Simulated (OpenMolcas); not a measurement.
OpenMolcas run: Co⁺

Input:

```
&GATEWAY
Coord
1

Co 0.0 0.0 0.0
Basis=ANO-RCC-VDZ
Group=XYZ
NoMove
AngMom=0.0 0.0 0.0
AMFI
&SEWARD
Relativistic=R04O02
&RASSCF
FileOrb=start.orb
Symmetry=1
Spin=5
nActEl=8 0 0
Inactive=3 6
Ras2=6 0
CIRoot=10 10 1
SDav=15
CIMx=300
Iter=120 100
PrWF=0.3
OrbListing=Nothing
MaxOrb=0
Atom
>>> COPY $Project.JobIph JOB001
&RASSCF
FileOrb=start.orb
Symmetry=1
Spin=3
nActEl=8 0 0
Inactive=3 6
Ras2=6 0
CIRoot=45 45 1
SDav=105
CIMx=300
Iter=120 100
PrWF=0.3
OrbListing=Nothing
MaxOrb=0
Atom
>>> COPY $Project.JobIph JOB002
&RASSCF
FileOrb=start.orb
Symmetry=1
Spin=1
nActEl=8 0 0
Inactive=3 6
Ras2=6 0
CIRoot=33 33 1
SDav=105
CIMx=300
Iter=120 100
PrWF=0.3
OrbListing=Nothing
MaxOrb=0
Atom
>>> COPY $Project.JobIph JOB003
&RASSI
NrOfJobIphs=3 10 45 33
1 2 3 4 5 6 7 8 9 10
1 2 3 4 5 6 7 8 9 10 11 12 13 14 15 16 17 18 19 20 21 22 23 24 25 26 27
28 29 30 31 32 33 34 35 36 37 38 39 40 41 42 43 44 45
1 2 3 4 5 6 7 8 9 10 11 12 13 14 15 16 17 18 19 20 21 22 23 24 25 26 27
28 29 30 31 32 33
IphNames
JOB001
JOB002
JOB003
EJob
SpinOrbit
DIPRint=1.0
SOCoupling=1000.0
Subsets=2
MEES
Property=10
'ANGMOM' 1 'ANGMOM' 2 'ANGMOM' 3 'MLTPL  1' 1 'MLTPL  1' 2 'MLTPL  1' 3
'AMFI' 1 'AMFI' 2 'AMFI' 3 'MLTPL  2' 6
SOProperty=3
'ANGMOM' 1 'ANGMOM' 2 'ANGMOM' 3
```

Launched by
```bash
OMP_NUM_THREADS=1 MOLCAS_MEM=2252 MOLCAS_PROJECT=a pymolcas a.inp > a.log  # once for each step of the input, in one work folder
```

A driver script runs the steps one by one and writes start.orb anew before each from the orbitals found so far.

Output, cut to the results:

```
--- SEWARD ---
Basis set label: CO.ANO-RCC...5S4P2D.

      Electronic valence basis set:
      ------------------
      Associated Effective Charge  27.000000 au
      Associated Actual Charge     27.000000 au
      Nuclear Model: Point charge

      Shell  nPrim  nBasis  Cartesian Spherical Contaminant
         s      21       5        X
         p      15       4        X
         d      10       2                 X
Relativistic=R04O02
                  Relativistic Douglas-Kroll-Hess integrals:
                    - DKH order of Hamiltonian: 4
                    - DKH order of Properties : 2
--- RASSCF ---
Wave function specifications:
      -----------------------------

      Number of closed shell electrons          18
      Number of electrons in active shells       8
      Max number of holes in RAS1 space          0
      Max nr of electrons in RAS3 space          0
      Number of inactive orbitals                9
      Number of active orbitals                  6
      Number of secondary orbitals              12
      Spin quantum number                      2.0
      State symmetry                             1
Orbital specifications:
      -----------------------

      Symmetry species                           1   2
                                                ag  au
      Frozen orbitals                            0   0
      Inactive orbitals                          3   6
      Active orbitals                            6   0
      RAS1 orbitals                              0   0
      RAS2 orbitals                              6   0
      RAS3 orbitals                              0   0
      Secondary orbitals                         6   6
      Deleted orbitals                           0   0
      Number of basis functions                 15  12
      Number of CSFs                            15
      Number of root(s) required                10
      Iter CI   SX   CI       RASSCF       Energy    max ROT     max BLB   max BLB  Level Ln srch  Step   QN
          iter iter root      energy       change     param      element    value   shift minimum  type update
 Nr of preliminary CI iterations:   1
      Total energies have been shifted. Add                -1000.00 au
        1   1    5    0  -391.59803146    0.00E+00  -3.61E-02    6  11 2  9.61E-02*  0.17   0.00    SX    NO
        2   1    5    0  -391.60192048   -3.89E-03* -2.80E-02    4  10 2 -9.93E-02*  0.16   0.00    SX    NO
        3   1    5    0  -391.60442507   -2.50E-03*  2.33E-02    5  12 2  7.80E-02*  0.17   0.00    SX    NO
        4   1    5    0  -391.60592439   -1.50E-03*  1.93E-02    5  12 2 -6.50E-02*  0.16   0.00    SX    NO
        5   1    5    0  -391.60702348   -1.10E-03* -8.40E-03    6  11 2  5.38E-02*  0.16   0.55    LS   YES
        6   1    4    0  -391.60933246   -2.31E-03*  4.75E-04    4  10 2  2.32E-03*  0.16   1.04    QN   YES
        7   1    4    0  -391.60933621   -3.74E-06* -1.09E-04    9  10 1 -5.37E-05   0.16   1.01    QN   YES
        8   1    3    0  -391.60933621   -8.18E-09   4.30E-05    9  10 1 -1.51E-05   0.16   1.37    QN   YES
      Convergence after  8 iterations
        9   1    3    0  -391.60933622   -7.15E-10   4.30E-05    6  11 2 -8.10E-07   0.16   1.37    QN   YES
      Natural orbitals and occupation numbers for root  1
      sym 1:   1.990479   1.009521   1.000000   1.990479   1.009521   1.000000
      Natural orbitals and occupation numbers for root  2
      sym 1:   1.357809   1.357809   1.642191   1.642191   1.000000   1.000000
      Natural orbitals and occupation numbers for root  3
      sym 1:   1.000000   1.802637   1.802637   1.197363   1.197363   1.000000
::    RASSCF root number  1 Total energy:  -1391.63432969
::    RASSCF root number  2 Total energy:  -1391.63432969
::    RASSCF root number  3 Total energy:  -1391.63432969
::    RASSCF root number  4 Total energy:  -1391.63432969
::    RASSCF root number  5 Total energy:  -1391.63432969
::    RASSCF root number  6 Total energy:  -1391.63432969
::    RASSCF root number  7 Total energy:  -1391.63432969
::    RASSCF root number  8 Total energy:  -1391.55101811
::    RASSCF root number  9 Total energy:  -1391.55101811
::    RASSCF root number 10 Total energy:  -1391.55101811
--- RASSCF ---
Wave function specifications:
      -----------------------------

      Number of closed shell electrons          18
      Number of electrons in active shells       8
      Max number of holes in RAS1 space          0
...
--- RASSI ---
SPIN-FREE ENERGIES:
  (Shifted by EMIN (a.u.) =      -1391.6343296869)

 SF State       Relative EMIN(au)   Rel lowest level(eV)    D:o, cm**(-1)      L_eff

     1             0.0000000000        0.0000000000              0.0000         3.0
     2             0.0000000000        0.0000000000              0.0000         3.0
     3             0.0000000000        0.0000000000              0.0000         3.0
     4             0.0000000000        0.0000000000              0.0000         3.0
     5             0.0000000000        0.0000000000              0.0000         3.0
     6             0.0000000000        0.0000000000              0.0000         3.0
     7             0.0000000000        0.0000000000              0.0000         3.0
    11             0.0389300132        1.0593396261           8544.1503         3.0
    12             0.0389300132        1.0593396261           8544.1503         3.0
    13             0.0389300132        1.0593396261           8544.1503         3.0
    14             0.0389300132        1.0593396261           8544.1503         3.0
    15             0.0389300132        1.0593396261           8544.1503         3.0
    16             0.0389300132        1.0593396261           8544.1503         3.0
    17             0.0389300132        1.0593396261           8544.1503         3.0
     9             0.0833115724        2.2670233743          18284.7766         1.0
    10             0.0833115724        2.2670233743          18284.7766         1.0
     8             0.0833115724        2.2670233743          18284.7766         1.0
    18             0.0946882217        2.5765977735          20781.6626         4.0
    19             0.0946882217        2.5765977735          20781.6626         4.0
    20             0.0946882217        2.5765977735          20781.6626         4.0
    21             0.0946882217        2.5765977735          20781.6626         4.0
...
```

Levels above the lowest, from the spin-orbit matrix, grouped by J:

```tsv
Configuration	Term	J	E (cm-1)	g	Term weight %	Second
3d7 4s	5F	5	0.0	1.401	100	
3d7 4s	5F	4	686	1.350	100	
3d7 4s	5F	3	1226	1.250	100	
3d7 4s	5F	2	1624	1.000	100	
3d7 4s	5F	1	1886	-0.002	100	
3d7 4s	3F	4	8701	1.250	100	
3d7 4s	3F	3	9602	1.084	100	
3d7 4s	3F	2	10236	0.667	100	
3d7 4s	5P	3	18846	1.668	100	
3d7 4s	5P	2	19143	1.830	99	
3d7 4s	5P	1	19468	2.495	99	
3d7 4s	3G	5	21252	1.199	99	
3d7 4s	3G	4	21638	1.047	98	
3d7 4s	3G	3	22036	0.750	100	
3d8	3F	4	24867	1.251	100	
3d7 4s	1G	4	25351	0.992	94	4 3H
3d8	3F	3	25923	1.084	100	
3d8	3F	2	26666	0.668	100	
3d7 4s	3P(1)	2	26785	1.485	57	38 3P(2)
3d7 4s	3P(1)	1	27113	1.457	55	37 3P(2)
3d7 4s	3P(2)	0	27204		52	48 3P(1)
3d7 4s	3H	6	27364	1.167	100	
3d7 4s	3P(2)	2	27511	1.488	52	43 3P(1)
3d7 4s	3H	5	27713	1.035	98
```

Against the 7 measured excited levels shown (NIST Handbook of Basic Atomic Spectroscopic Data) the mean absolute deviation is 20000 cm-1; the largest miss in energy is 3d7 4s 5F5: computed -24867, measured 3350 cm-1 (-842.2 %). Levels of one J stand in another order than measured, so their pairing by name is doubtful. These deviations count from the computed level that pairs with the measured ground level.

Without dynamic correlation excited terms often stand tens of per cent too high (terms of higher spin than the ground term too low), and those without a measured partner can miss by more than the paired ones. The lowest computed level is not the ground level that NIST lists (3F4). A single d shell beside an s shell can misplace configurations of different d count against each other. Computed and measured levels are paired by configuration, term and J; levels that our copy of the source lacks, or whose pairing is in doubt (as where it misses far off the trend of its configuration), stay unpaired and out of the deviations. Only configurations of the active space appear. The first state left out of the spin-orbit step lies near 46000 cm-1 above the lowest spin-free state of the reference (among the parities and spins computed), and the list stops at four fifths of that energy or lower. The table shows the lowest 24 of 33 levels.

The term weight is that of the spin-free term in the level, not the purity of its configuration. A number in round brackets counts repeated terms of one configuration in the order of the reference energies.
